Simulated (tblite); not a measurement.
Isomers of C7H6F3PS. Level: GFN2-xTB in tblite, geometry and Hessian alike; calculated harmonic values, unscaled, isolated species. The method is semi-empirical: single wavenumbers can be off by several per cent or more. One conformer each.

Electronic energies: GFN2-xTB at the same geometries; isomer energies are rough at this level and their order can be wrong.

```csv
SMILES,"electronic energy, lowest = 0 (kcal/mol)"
CSc1ccc(C(F)(F)F)pc1,0.0
FC(F)(F)[C@@H]1CP1c1cccs1,8.4
CC1=C[P@](=S)(C(F)=C(F)F)C=C1,22.0
```

Problem. How do GFN2-xTB zero-point energies change the relative energies?

Solution. 
| SMILES | ZPE (kcal/mol) | of it from modes above 1550 cm⁻¹ | electronic (kcal/mol) | with ZPE, lowest = 0 (kcal/mol) | lowest mode (cm⁻¹) | rings |
| --- | --- | --- | --- | --- | --- | --- |
| CSc1ccc(C(F)(F)F)pc1 | 71.0 | 26.2 | 0.0 | 0.0 | 19 | 1 |
| FC(F)(F)[C@@H]1CP1c1cccs1 | 70.9 | 26.6 | 8.4 | 8.3 | 25 | 2 |
| CC1=C[P@](=S)(C(F)=C(F)F)C=C1 | 70.3 | 31.1 | 22.0 | 21.4 | 30 | 1 |

The zero-point energies span 0.7 kcal/mol, from `CC1=C[P@](=S)(C(F)=C(F)F)C=C1` to `CSc1ccc(C(F)(F)F)pc1`. The order is unchanged.
